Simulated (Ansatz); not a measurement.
Cost and result for the atomization energy of `[SiH3][O][GeH2][SiH3]` (12 atoms, 11 bonds).

```xyz
12

Si   -1.374    1.469    1.471
O    -0.267    0.515    0.740
Ge   -0.223   -0.322   -0.836
Si    1.881   -1.433   -0.903
H    -2.662    0.744    1.664
H    -0.835    1.872    2.794
H    -1.650    2.688    0.660
H    -1.430   -1.283   -0.887
H    -0.392    0.747   -1.936
H     2.975   -0.434   -0.794
H     1.970   -2.401    0.220
H     2.007   -2.162   -2.193
```

Total charge 0; spin multiplicity 1. Correlated methods include outer-core shells of Ge, which these sets cover unevenly. Scalar relativity is left out up to krypton. The structure was optimised at the PBE0-D4/def2-TZVP level. It is one conformer, not always the lowest. Program: Ansatz. All runs use 4 threads of an Arm Neoverse V2 on a shared host. Times are those of one run each, without the atoms' runs, and a repeat can differ threefold. Electronic energies, without spin–orbit coupling; frozen cores. CCSD(T)/CBS adds CCSD(T) − MP2 in def2-TZVPP to the MP2 limit, and its time is that of the two runs behind it. T1 = 0.012. With those shells the extrapolation isn't a true limit. B3LYP takes the VWN-RPA correlation (the form of Gaussian; ORCA's B3LYP/G).

CCSD(T)/CBS is a level of theory with its own doubt, some kJ/mol a heavy atom from the limit and from the frozen cores, so smaller differences don't rank the functionals.

```csv
level,functions,wall time
PBE-D4/def2-TZVPP (with forces),275,3 s
PBE0-D4/def2-TZVPP,275,3.4 s
r2SCAN-D4/def2-TZVPP (with forces),275,4.4 s
B3LYP-D4/def2-TZVPP (with forces),275,5.5 s
B2PLYP/def2-TZVPP,275,6 s
ωB97X-V/def2-TZVPP,275,9 s
ωB97M-V/def2-TZVPP (with forces),275,13 s
MP2/def2-QZVPP,526,24 s
CCSD(T)/def2-TZVPP,275,3.5 min
CCSD(T)/CBS(def2),–,3.9 min
```

Q: What atomization energy does each give, and how far from CCSD(T)/CBS? (Best estimate.)

A: Ansatz gave: 
| level | atomization (kcal/mol) | difference from CCSD(T)/CBS | per bond |
| --- | --- | --- | --- |
| PBE-D4/def2-TZVPP (with forces) | 853.8 | -17.8 | -1.6 |
| PBE0-D4/def2-TZVPP | 849.9 | -21.7 | -2.0 |
| r2SCAN-D4/def2-TZVPP (with forces) | 865.6 | -6.0 | -0.5 |
| B3LYP-D4/def2-TZVPP (with forces) | 863.7 | -7.9 | -0.7 |
| B2PLYP/def2-TZVPP | 854.6 | -17.0 | -1.5 |
| ωB97X-V/def2-TZVPP | 874.8 | 3.2 | 0.3 |
| ωB97M-V/def2-TZVPP (with forces) | 864.7 | -6.9 | -0.6 |
| MP2/def2-QZVPP | 859.6 | -12.0 | -1.1 |
| CCSD(T)/def2-TZVPP | 851.2 | -20.4 | -1.9 |
| CCSD(T)/CBS(def2) | 871.6 | 0.0 | 0.0 |

From PBE to PBE0 (25 % exact exchange), in def2-TZVPP and without D4, the atomization energy moves by −3.0 kcal/mol: exact exchange takes away binding that semilocal exchange gives to molecules. The D4 term adds +9.9 kcal/mol with B3LYP and +5.3 kcal/mol with PBE0; it sums over pairs of atoms, weighted by their polarisabilities, and B3LYP, whose exchange is more repulsive, gets the larger term. In def2-TZVPP, CCSD(T) changes the Hartree–Fock value by +201.3 kcal/mol (the triples alone add +8.2 kcal/mol) and MP2 by +197.4 kcal/mol; breaking electron pairs costs correlation energy, which Hartree–Fock lacks.
